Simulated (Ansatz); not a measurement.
```yaml
crystal:
  periodic: [false, false, false]
  atoms:
    - {symbol: C, position_ang: [-1.547730, 1.389351, -0.399041]}
    - {symbol: S, position_ang: [-0.420396, 1.267184, 0.980513]}
    - {symbol: C, position_ang: [-0.005481, -0.315504, 1.029492]}
    - {symbol: Ge, position_ang: [1.393657, -0.914450, -0.285227]}
    - {symbol: H, position_ang: [-2.453619, 0.623232, -0.254942]}
    - {symbol: H, position_ang: [-1.698112, 2.250537, -0.651142]}
    - {symbol: H, position_ang: [-0.908863, 1.046932, -1.365281]}
    - {symbol: H, position_ang: [0.415710, -0.610124, 1.976631]}
    - {symbol: H, position_ang: [-0.801312, -1.096098, 0.839273]}
    - {symbol: H, position_ang: [2.737202, -0.204821, 0.056352]}
    - {symbol: H, position_ang: [0.883393, -0.597425, -1.836729]}
    - {symbol: H, position_ang: [1.621487, -2.559432, -0.253816]}
basis:
  gaussian: {orbitals: def2-SVPD, fitting: {mean_field: cc-pVTZ-jkfit}}
magnetization: {spin_polarized: true, initial_magnetization: 2}
hamiltonian: {xc: {name: HF}}
correlation: {active_space: {window: {electrons: 40, orbitals: 30}}}
output: {forces: true}
```

```sh
$ ansatz run in.yaml --threads 4 --pin off --events-out ev --progress --plain --max-ram 10444MiB
```

Q: How does Ansatz answer? (Estimate.)

A: Ansatz gave: The input was rejected before any iteration.
```
Error: invalid value for `correlation.active_space`: it starts from restricted Hartree–Fock orbitals; set hamiltonian.xc: hf without magnetization.spin_polarized
```
